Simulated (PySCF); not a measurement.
Computed IR spectrum (relative IR intensity) of a molecule C5H7N. Geometry optimised at B3LYP-D3(BJ)/def2-SVP. Other conformers were not sampled. All values below come from B3LYP-D3(BJ)/def2-SVP (PySCF). Frequencies are harmonic and unscaled.

```csv
ν (cm⁻¹),relative intensity
134,3.4
237,8.2
387,35
585,39
633,4.9
769,28
851,38
904,19
942,9.8
951,83
983,24
995,83
1019,30
1055,9.8
1295,6.4
1357,27
1382,51
1453,24
1460,41
1598,76
1707,2.5
3022,100
3056,14
3085,45
3127,38
3140,89
3217,11
```

Q: Pick the molecule that these values belong to.
(A) CC1=CCN=C1
(B) CC#C/C=N/C
(C) C=C=C(N)C=C
(D) C=CCCC#N

A: A, CC1=CCN=C1
